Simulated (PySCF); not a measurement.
## Correlation energy of N (nitrogen, neutral)

[He] 2s2 2p3, high-spin 4S determinant. All numbers are calculated (PySCF 2.14, the spin-free X2C one-electron Hamiltonian (Gaussian nucleus), in x2c-QZVPPall with one added diffuse shell each of s, p, d, f type (8s5p4d3f1g, 73 functions)). Frozen: 1s2; 5 electrons correlated.

MP2 pair energies summed by pair of shells (mhartree):

```csv
pair,energy,share (%)
2s-2p,-67.36,65.0
2p-2p,-24.36,23.5
2s-2s,-11.95,11.5
```

Total MP2 correlation energy: -103.67 mhartree.

Same-spin part -31.16 and opposite-spin part -72.51 mhartree; SCS-MP2 scales them by 1/3 and 6/5 to -97.40 mhartree.
